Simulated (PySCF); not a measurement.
Correlation energy of Se (selenium, neutral)

[Ar] 3d10 4s1 4p4 5s1, high-spin 5P determinant (an excited configuration). Calculation: PySCF 2.14, in aug-cc-pVTZ-PP with one added diffuse shell each of s, d, f type with ECP10MDF (7s5p5d3f, 68 functions); a scalar-relativistic core potential. Frozen: 3s2 3p6 3d10; 6 electrons correlated.

```csv
level,correlation energy (mhartree)
CCSD,-120.63
(T),-13.94
CCSD(T),-134.57
```

Diagnostics: T1 = 0.040, D1 = 0.1262, largest double amplitude 0.314.

The outer electron is Rydberg-like, and this basis confines it to a smaller radius and binds it less than a complete one would. T1 exceeds 0.03, a sign that the reference determinant is poor. A double-excitation amplitude exceeds 0.15, a sign of near-degeneracy.

Cost of the coupled-cluster step: about 28 core-seconds, for 6 correlated electrons.
